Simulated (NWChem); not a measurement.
System: CH5ClOSi; SMILES C[Si@H](O)Cl

Input file for NWChem:

```
start job
memory heap 200 mb stack 900 mb global 1100 mb
geometry units angstroms
  C     -1.641487    -0.704990     0.961314
  Si    -0.302136    -0.403396    -0.348029
  O      0.834095    -1.561995    -0.362202
  Cl     0.564203     1.390678     0.046910
  H     -1.240910    -0.649811     1.971600
  H     -2.089183    -1.686673     0.837931
  H     -2.437920     0.029342     0.890994
  H     -0.771553    -0.446514    -1.720599
  H      1.433466    -1.726479     0.361918
end
basis spherical
  * library def2-svp
end
dft
  xc pbe0
  iterations 150
end
driver
  maxiter 120
end
task dft optimize
task dft freq
```

Excerpt of the output:

```
             Northwest Computational Chemistry Package (NWChem) 7.3.0
             --------------------------------------------------------

 C1  symmetry detected

                             Geometry "geometry" -> ""
                             -------------------------

 Output coordinates in angstroms (scale by  1.889725989 to convert to a.u.)

  No.       Tag          Charge          X              Y              Z
 ---- ---------------- ---------- -------------- -------------- --------------
    1 C                    6.0000    -1.46209141    -1.26492818     0.24461878
    2 Si                  14.0000     0.09689717    -0.38891832    -0.38891140
    3 O                    8.0000     1.46070086    -0.99671413     0.24685360
    4 Cl                  17.0000    -0.05518570     1.57926136     0.08896006
    5 H                    1.0000    -1.61186878    -1.10599338     1.31068207
    6 H                    1.0000    -1.39914810    -2.33607864     0.07719292
    7 H                    1.0000    -2.35268190    -0.90606837    -0.26190083
    8 H                    1.0000     0.34897289    -0.54588207    -1.80946767
    9 H                    1.0000     1.68326399    -0.94528199     1.17339056

 Effective nuclear repulsion energy (a.u.)     225.0392753833

                                Z-matrix (autoz)
                                --------

 Units are Angstrom for bonds and degrees for angles

      Type          Name      I     J     K     L     M      Value
      ----------- --------  ----- ----- ----- ----- ----- ----------
    1 Stretch                  1     2                       1.89716
    2 Stretch                  1     5                       1.08820
    3 Stretch                  1     6                       1.08598
    4 Stretch                  1     7                       1.08558
    5 Stretch                  2     3                       1.62283
    6 Stretch                  2     4                       2.03106
    7 Stretch                  2     8                       1.45126
    8 Stretch                  3     9                       0.95428
    9 Bend                     1     2     3               112.75713
   10 Bend                     1     2     4               107.89974
   11 Bend                     1     2     8               114.81335
   12 Bend                     2     1     5               111.88884
   13 Bend                     2     1     6               110.87506
   14 Bend                     2     1     7               111.45045
   15 Bend                     2     3     9               123.79262
   16 Bend                     3     2     4               109.49259
   17 Bend                     3     2     8               101.36138
   18 Bend                     4     2     8               110.37221
   19 Bend                     5     1     6               107.64202
   20 Bend                     5     1     7               107.21147
   21 Bend                     6     1     7               107.55787
   22 Torsion                  1     2     3     9         -65.08591
   23 Torsion                  3     2     1     5          65.29432
   24 Torsion                  3     2     1     6         -54.88986
   25 Torsion                  3     2     1     7        -174.67387
   26 Torsion                  4     2     1     5         -55.75307
   27 Torsion                  4     2     1     6        -175.93725
   28 Torsion                  4     2     1     7          64.27874
   29 Torsion                  4     2     3     9          55.04968
   30 Torsion                  5     1     2     8        -179.28247
   31 Torsion                  6     1     2     8          60.53335
   32 Torsion                  7     1     2     8         -59.25066
   33 Torsion                  8     2     3     9         171.65161

                           NWChem Geometry Optimization
                           ----------------------------

 maximum gradient threshold         (gmax) =   0.000450
 rms gradient threshold             (grms) =   0.000300
 maximum cartesian step threshold   (xmax) =   0.001800
 rms cartesian step threshold       (xrms) =   0.001200
 fixed trust radius                (trust) =   0.300000
 source of zmatrix                         =   autoz

          -------------------
          Energy Minimization
          -------------------

 Using diagonal initial Hessian
 Scaling for Hessian diagonals: bonds = 1.00  angles = 0.25  torsions = 0.10

          --------
          Step   0

                                 NWChem DFT Module
                                 -----------------

 Summary of "ao basis" -> "ao basis" (spherical)
 ------------------------------------------------------------------------------
       Tag                 Description            Shells   Functions and Types
 ---------------- ------------------------------  ------  ---------------------
 C                          def2-svp                 6       14   3s2p1d
 Si                         def2-svp                 8       18   4s3p1d
 O                          def2-svp                 6       14   3s2p1d
 Cl                         def2-svp                 8       18   4s3p1d
 H                          def2-svp                 3        5   2s1p

            General Information
            -------------------
          SCF calculation type: DFT
          Wavefunction type:  closed shell.
          No. of atoms     :     9
          No. of electrons :    50
           Alpha electrons :    25
            Beta electrons :    25
          Charge           :     0
          Spin multiplicity:     1
          Use of symmetry is: off; symmetry adaption is: off
          Maximum number of iterations: 150
          AO basis - number of functions:    89
                     number of shells:    43
          Convergence on energy requested:  1.00D-06
          Convergence on density requested:  1.00D-05
          Convergence on gradient requested:  5.00D-04

[...]

      ----------------------
      Optimization converged
      ----------------------

  Step       Energy      Delta E   Gmax     Grms     Xrms     Xmax
  ---- ---------------- -------- -------- -------- -------- --------
@    7    -865.41019011 -4.7D-07  0.00019  0.00004  0.00060  0.00170
                                     ok       ok       ok       ok

                                Z-matrix (autoz)
                                --------

 Units are Angstrom for bonds and degrees for angles

[...]

 Rotational Constants
 --------------------
 A=   0.195513 cm-1  (  0.281294 K)
 B=   0.110855 cm-1  (  0.159492 K)
 C=   0.079442 cm-1  (  0.114296 K)

 Temperature                      =   298.15K
 frequency scaling parameter      =   1.0000

 Zero-Point correction to Energy  =   38.624 kcal/mol  (  0.061551 au)
 Thermal correction to Energy     =   42.576 kcal/mol  (  0.067850 au)
 Thermal correction to Enthalpy   =   43.169 kcal/mol  (  0.068794 au)

 Total Entropy                    =   78.183 cal/mol-K
   - Translational                =   39.578 cal/mol-K (mol. weight =  95.9798)
   - Rotational                   =   26.329 cal/mol-K (symmetry #  =        1)
   - Vibrational                  =   12.275 cal/mol-K

 Cv (constant volume heat capacity) =   21.067 cal/mol-K
   - Translational                  =    2.979 cal/mol-K
   - Rotational                     =    2.979 cal/mol-K
   - Vibrational                    =   15.108 cal/mol-K

[normal modes left out]

 ----------------------------------------------------------------------------
 Normal Eigenvalue ||           Projected Infra Red Intensities
  Mode   [cm**-1]  || [atomic units] [(debye/angs)**2] [(KM/mol)] [arbitrary]
 ------ ---------- || -------------- ----------------- ---------- -----------
    1       -0.000 ||    0.001047           0.024         1.021       0.229
    2       -0.000 ||    0.000731           0.017         0.713       0.160
    3       -0.000 ||    0.000048           0.001         0.046       0.010
    4       -0.000 ||    0.000224           0.005         0.218       0.049
    5        0.000 ||    0.000598           0.014         0.583       0.131
    6        0.000 ||    0.000129           0.003         0.126       0.028
    7      159.935 ||    0.004849           0.112         4.727       1.062
    8      174.765 ||    0.045966           1.060        44.810      10.063
    9      195.884 ||    0.004961           0.114         4.836       1.086
   10      278.215 ||    0.029865           0.689        29.114       6.538
   11      290.296 ||    0.079950           1.845        77.939      17.503
   12      524.764 ||    0.071102           1.640        69.314      15.566
   13      667.972 ||    0.007854           0.181         7.656       1.719
   14      727.607 ||    0.087157           2.011        84.965      19.080
   15      741.195 ||    0.019135           0.441        18.654       4.189
   16      808.859 ||    0.128677           2.969       125.441      28.170
   17      880.733 ||    0.255022           5.884       248.608      55.830
   18      892.534 ||    0.056290           1.299        54.875      12.323
   19      941.669 ||    0.160261           3.697       156.231      35.085
   20     1269.237 ||    0.039184           0.904        38.198       8.578
   21     1422.669 ||    0.005120           0.118         4.992       1.121
   22     1424.842 ||    0.004395           0.101         4.284       0.962
   23     2298.719 ||    0.117186           2.704       114.239      25.655
   24     3059.679 ||    0.000248           0.006         0.241       0.054
   25     3168.084 ||    0.001257           0.029         1.225       0.275
   26     3170.020 ||    0.000936           0.022         0.913       0.205
   27     3933.019 ||    0.111127           2.564       108.333      24.328
 ----------------------------------------------------------------------------
```

Level: PBE0/def2-SVP.
